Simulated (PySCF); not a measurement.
C3H13NSi2, SMILES C([SiH3])(N)(CC)[SiH3]. The structure is a stationary point at PBE0-D3(BJ)/def2-SVP. This is a generated structure with no PubChem entry under its InChIKey; it may be hypothetical. The values are those of a single conformer.

Computed equilibrium geometry at PBE0-D3(BJ)/def2-SVP (PySCF confirms it by a frequency run) as Cartesian coordinates in Å (one conformer of several):
```xyz
19

C     -2.4617     0.5534    -0.0182
C     -1.2782    -0.0462    -0.7665
C     -0.0008    -0.2388     0.0702
N     -0.2428    -1.2241     1.1370
Si     0.6647     1.4009     0.7962
Si     1.3199    -0.9964    -1.0705
H     -2.7629    -0.0748     0.8349
H     -3.3374     0.6372    -0.6791
H     -2.2419     1.5623     0.3664
H     -1.5734    -1.0338    -1.1635
H     -1.0440     0.5883    -1.6393
H     -0.9087    -0.8668     1.8218
H      0.6109    -1.4314     1.6529
H      0.7425     2.5163    -0.2007
H      2.0358     1.1526     1.3450
H     -0.1991     1.8342     1.9412
H      2.4839    -1.4527    -0.2482
H      1.7994     0.0269    -2.0520
H      0.7540    -2.1634    -1.8125
```
Charge 0, spin multiplicity 1.
